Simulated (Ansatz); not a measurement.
A run of Ansatz (development build ahead of 0.2.0) on triplet CrC at this shape:

```xyz
2

Cr    0.0000    0.0000    0.0000
C     0.0000    0.0000    1.6300
```

Its results:

```json
{
  "Converged": "yes",
  "Total energy": "-1082.14396 hartree",
  "Spin squared of the determinant": "3.289",
  "Stability test": "minimum"
}
```

(1) Which input gives this output? Name the method, the orbitals and the basis set, and write the input.

Answers

(1) PBE0 (unrestricted) in pcseg-2.

```yaml
crystal:
  periodic: [false, false, false]
  atoms:
    - { symbol: Cr, position_ang: [0.0, 0.0, 0.0] }
    - { symbol: C, position_ang: [0.0, 0.0, 1.63] }
basis:
  gaussian: { orbitals: pcseg-2 }
magnetization:
  spin_polarized: true
  initial_magnetization: 2
hamiltonian:
  xc: pbe0
```

Caution: another spin multiplicity may lie lower; the unrestricted determinant is a mixture of spin states.
